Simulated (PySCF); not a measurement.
## input.py for SnCl⁻

Input:

```python
from pyscf import gto, dft

mol = gto.M(
    atom='Sn 0 0 0; Cl 0 0 2.299',
    basis='def2-svpd',
    ecp={'Sn': 'def2-svpd'},
    charge=-1,
    spin=2,
    symmetry=True,
    verbose=4,
)
mf = dft.UKS(mol, xc='mn15l')
mf.kernel()
mf.mulliken_pop()
mf.dip_moment()
print('orbital energies (hartree):', [e[max(0, n-3):n+3].round(4) for e, n in zip(mf.mo_energy, mol.nelec)])
```

```bash
$ OMP_NUM_THREADS=1 python input.py
```

The log (some set-up lines and the per-cycle HOMO/LUMO lines with their warnings removed):

```
PySCF version 2.14.0

[INPUT] verbose = 4
[INPUT] num. atoms = 2
[INPUT] num. electrons = 40
[INPUT] charge = -1
[INPUT] spin (= nelec alpha-beta = 2S) = 2
[INPUT] symmetry True subgroup None
[INPUT] Mole.unit = angstrom
[INPUT] Symbol           X                Y                Z      unit          X                Y                Z       unit  Magmom
[INPUT]  1 Sn     0.000000000000   0.000000000000   0.000000000000 AA    0.000000000000   0.000000000000   0.000000000000 Bohr   0.0
[INPUT]  2 Cl     0.000000000000   0.000000000000   2.299000000000 AA    0.000000000000   0.000000000000   4.344480360375 Bohr   0.0

nuclear repulsion = 86.0862448386603
point group symmetry = Coov
symmetry origin: [0.         0.         1.10233084]
symmetry axis x: [1. 0. 0.]
symmetry axis y: [0. 1. 0.]
symmetry axis z: [0. 0. 1.]
num. orbitals of irrep A1 = 23
num. orbitals of irrep E1x = 13
num. orbitals of irrep E1y = 13
num. orbitals of irrep E2x = 5
num. orbitals of irrep E2y = 5
number of shells = 23
number of NR pGTOs = 112
number of NR cGTOs = 59
basis = def2-svpd
ecp = {'Sn': 'def2-svpd'}

******** <class 'pyscf.dft.uks_symm.SymAdaptedUKS'> ********
method = SymAdaptedUKS
initial guess = minao
damping factor = 0
level_shift factor = 0
DIIS = <class 'pyscf.scf.diis.CDIIS'>
diis_start_cycle = 1
diis_space = 8
diis_damp = 0
SCF conv_tol = 1e-09
SCF conv_tol_grad = None
SCF max_cycles = 50
direct_scf = True
direct_scf_tol = 1e-13
number electrons alpha = 21  beta = 19
XC library pyscf.dft.libxc version 7.0.0
    S. Lehtola, C. Steigemann, M. J.T. Oliveira, and M. A.L. Marques.,  SoftwareX 7, 1–5 (2018)
XC functionals = mn15l
    H. S. Yu, X. He, and D. G. Truhlar.,  J. Chem. Theory Comput. 12, 1280-1293 (2016)
    H. S. Yu, X. He, and D. G. Truhlar.,  J. Chem. Theory Comput. 12, 1280-1293 (2016)
radial grids:
    Treutler-Ahlrichs [JCP 102, 346 (1995); DOI:10.1063/1.469408] (M4) radial grids

becke partition: Becke, JCP 88, 2547 (1988); DOI:10.1063/1.454033
pruning grids: <function nwchem_prune>
grids dens level: 3
symmetrized grids: True
atomic radii adjust function: <function treutler_atomic_radii_adjust>
small_rho_cutoff = 0
Freeze 0 electrons in irreps []
    40 free electrons in irreps A1 E1x E1y E2x E2y
Set gradient conv threshold to 3.16228e-05
tot grids = 40840
init E= -650.957969484391

cycle= 1 E= -671.032212824998  delta_E= -20.1  |g|= 2.14  |ddm|=  5.8

cycle= 2 E= -612.601319182573  delta_E= 58.4  |g|= 6.48  |ddm|= 90.4
cycle= 3 E= -673.518592456422  delta_E= -60.9  |g|= 0.518  |ddm|= 90.3
cycle= 4 E= -673.40348081792  delta_E= 0.115  |g|= 0.597  |ddm|= 1.59
cycle= 5 E= -673.642605681053  delta_E= -0.239  |g|= 0.0808  |ddm|= 0.941
cycle= 6 E= -673.64719866501  delta_E= -0.00459  |g|= 0.0458  |ddm|= 0.294
cycle= 7 E= -673.649249484463  delta_E= -0.00205  |g|= 0.00476  |ddm|= 0.108
cycle= 8 E= -673.649264556626  delta_E= -1.51e-05  |g|= 0.00123  |ddm|= 0.0196
cycle= 9 E= -673.649266372398  delta_E= -1.82e-06  |g|= 0.00042  |ddm|= 0.0087
cycle= 10 E= -673.649266545573  delta_E= -1.73e-07  |g|= 4.81e-05  |ddm|= 0.00234
cycle= 11 E= -673.64926654951  delta_E= -3.94e-09  |g|= 1.63e-05  |ddm|= 0.000323
cycle= 12 E= -673.64926654984  delta_E= -3.31e-10  |g|= 2.48e-06  |ddm|= 0.000132
Extra cycle  E= -673.649266549841  delta_E= -6.82e-13  |g|= 2.11e-06  |ddm|= 2.6e-05
converged SCF energy = -673.649266549841  <S^2> = 2.0117876  2S+1 = 3.0078481
 ** Mulliken pop       alpha | beta **
pop of  0 Sn 4s        0.79688 | 0.79724
pop of  0 Sn 5s        0.21552 | 0.21412
pop of  0 Sn 6s        0.64524 | 0.61038
pop of  0 Sn 7s        0.23171 | 0.18949
pop of  0 Sn 8s        0.08069 | 0.18746
pop of  0 Sn 4px       0.53481 | 0.54994
pop of  0 Sn 4py       0.53481 | 0.54994
pop of  0 Sn 4pz       0.54409 | 0.54510
pop of  0 Sn 5px       0.46670 | 0.44674
pop of  0 Sn 5py       0.46670 | 0.44674
pop of  0 Sn 5pz       0.45297 | 0.45237
pop of  0 Sn 6px       0.37730 | 0.01802
[47 lines left out]
In total            21.00000 | 19.00000
 ** Mulliken atomic charges   ( Nelec_alpha | Nelec_beta ) **
charge of  0Sn =     -0.23934  (    12.09125     10.14809 )
charge of  1Cl =     -0.76066  (     8.90875      8.85191 )

WARN: System has nonzero charge -1; the dipole moment is origin-dependent.
Location of origin: [0. 0. 0.]

Dipole moment(X, Y, Z, Debye):  0.00000,  0.00000, -3.10622
orbital energies (hartree): [array([-0.0918,  0.0614,  0.0614,  0.1353,  0.1506,  0.1952]), array([-0.1148, -0.1148, -0.0638,  0.1162,  0.1162,  0.1327])]
```

In short: E(SCF) = -673.649267 Eh, 12 cycles, ⟨S²⟩ = 2.012.

Hardware: Intel Xeon Platinum 8488C, 1 thread, shared host. Wall time 10 s, peak memory 0.24 GiB.

The bond length is a typed value, not an optimised one. The dipole of an ion depends on the origin. No search for the lowest solution was made.
